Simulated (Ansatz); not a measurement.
Geometry optimisation, Ansatz 0.2.0, RKS LDA/def2-SVP.

The input (input.yaml):

```yaml
crystal:
  periodic: [false, false, false]
  atoms:
    - { symbol: C, position_ang: [-0.4957, -1.2436, 0.8719] }
    - { symbol: C, position_ang: [-0.0629, -0.2643, -0.2634] }
    - { symbol: C, position_ang: [1.4371, -0.3775, -0.4263] }
    - { symbol: "N", position_ang: [-0.6247, -0.6773, -1.53] }
    - { symbol: Si, position_ang: [-0.5906, 1.5946, 0.0878] }
    - { symbol: O, position_ang: [0.0707, 2.1784, 1.5232] }
    - { symbol: H, position_ang: [-0.0741, -0.9247, 1.8296] }
    - { symbol: H, position_ang: [-0.2294, -2.2231, 0.6488] }
    - { symbol: H, position_ang: [-1.6302, -1.1463, 1.0198] }
    - { symbol: H, position_ang: [1.8528, 0.261, -1.1953] }
    - { symbol: H, position_ang: [1.7578, -1.4094, -0.6179] }
    - { symbol: H, position_ang: [2.0035, -0.0766, 0.527] }
    - { symbol: H, position_ang: [-0.3582, -0.1335, -2.3254] }
    - { symbol: H, position_ang: [-0.4952, -1.6527, -1.6975] }
    - { symbol: H, position_ang: [-0.1365, 2.4456, -1.0112] }
    - { symbol: H, position_ang: [-2.0599, 1.7177, 0.2656] }
    - { symbol: H, position_ang: [-0.3837, 1.9311, 2.3338] }
basis:
  gaussian: { orbitals: def2-SVP }
hamiltonian:
  xc: lda
relax:
  f_tol: 0.015
  max_steps: 40
output:
  orbitals: {}
```

Command:

```bash
$ ansatz run input.yaml --threads 2 --pin off --max-ram 3072MiB --backend cpu --events-out ev --progress --plain --runs-dir out
```

**Question.** Where does it end, and by what steps?

**Answer.** It converged. After 10 steps the energy has fallen by 0.563 eV; H16 moved furthest, 0.33 Å.

| step | energy less start (eV) | largest force component (eV/Å) | accepted |
| --- | --- | --- | --- |
| 0 | 0.0000 | 4.043 | yes |
| 1 | -0.4758 | 1.174 | yes |
| 2 | -0.5456 | 0.181 | yes |
| 3 | -0.5542 | 0.096 | yes |
| 4 | -0.5590 | 0.110 | yes |
| 5 | -0.5613 | 0.084 | yes |
| 6 | -0.5624 | 0.042 | yes |
| 7 | -0.5629 | 0.037 | yes |
| 8 | -0.5631 | 0.029 | yes |
| 9 | -0.5631 | 0.026 | no |
| 10 | -0.5632 | 0.011 | yes |

```xyz
17
Properties=species:S:1:pos:R:3
C -0.555 -1.210 0.812
C -0.009 -0.271 -0.240
C 1.503 -0.356 -0.307
N -0.692 -0.536 -1.492
Si -0.617 1.485 0.106
O 0.198 2.251 1.353
H -0.145 -0.984 1.820
H -0.271 -2.265 0.573
H -1.665 -1.161 0.857
H 1.909 0.300 -1.110
H 1.831 -1.402 -0.521
H 1.971 -0.030 0.648
H -0.225 -0.060 -2.277
H -0.713 -1.546 -1.708
H -0.328 2.312 -1.118
H -2.098 1.418 0.389
H -0.112 2.053 2.253
```

Run time: 18 s on 2 threads of Intel(R) Xeon(R) 6975P-C (Granite Rapids), with other jobs on the host, peak memory 0.21 GiB.
